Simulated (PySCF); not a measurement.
Isomers of Si5H12, one GFN2-xTB conformer each. Single-point energies are computed at PBE0/pcSseg-1 (PySCF, gas phase, no added dispersion term), electronic only.

| SMILES | GFN2-xTB relative energy (kcal/mol) |
| --- | --- |
| [SiH3][SiH2][SiH]([SiH3])[SiH3] | 0.0 |
| [SiH3][Si]([SiH3])([SiH3])[SiH3] | 0.6 |

Conformers: `[SiH3:1][SiH2:2][SiH:3]([SiH3:4])[SiH3:5]` with Si1–Si2–Si3–Si4 -159°.

Task: What does PBE0/pcSseg-1 give for the same structures?

Result: 
| SMILES | PBE0/pcSseg-1 E (Eh) | PBE0/pcSseg-1 (kcal/mol) | GFN2-xTB (kcal/mol) | point group |
| --- | --- | --- | --- | --- |
| [SiH3][Si]([SiH3])([SiH3])[SiH3] | -1453.99283 | 0.0 | 0.6 | Td |
| [SiH3][SiH2][SiH]([SiH3])[SiH3] | -1453.98652 | 4.0 | 0.0 | C1 |

GFN2-xTB puts [SiH3][SiH2][SiH]([SiH3])[SiH3] lowest instead. 

Task: Which frontier levels, dipoles and rotational constants go with these structures?

Result: 
```json
{"SMILES": "[SiH3][Si]([SiH3])([SiH3])[SiH3]", "HOMO (eV, PBE0/pcSseg-1)": "-8.31", "LUMO (eV)": "-0.36", "dipole (D)": "0.01", "A, B, C (MHz)": "1027, 1026, 1025"}
{"SMILES": "[SiH3][SiH2][SiH]([SiH3])[SiH3]", "HOMO (eV, PBE0/pcSseg-1)": "-8.19", "LUMO (eV)": "-0.94", "dipole (D)": "0.14", "A, B, C (MHz)": "1788, 731.1, 556.4"}
```
